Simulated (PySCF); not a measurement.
## Ionisation energy of Ru by level of theory

Ru [Kr] 4d7 5s1 (5F) → Ru⁺ [Kr] 4d7 (4F), as a difference of total energies. Calculation: PySCF 2.14, in cc-pVTZ-PP with ECP28MDF; a scalar-relativistic core potential. Correlated levels: valence: 4s2 4p6 frozen. The calculations carry no spin-orbit coupling.

```
           method  ionisation energy (eV)
              UHF                   6.291
            B3LYP                   7.646
           M06-2X                   7.207
    MP2 (valence)                   7.100
SCS-MP2 (valence)                   6.843
```

Q: How much does correlation contribute at MP2 (valence)?

A: 7.100 − (6.291) = 0.809 eV, measured against UHF.

Errors of the correlated levels include the incompleteness of this basis and the frozen core.

For comparison: 7.365 eV (measured; NIST levels, between the centres of gravity of the two terms).
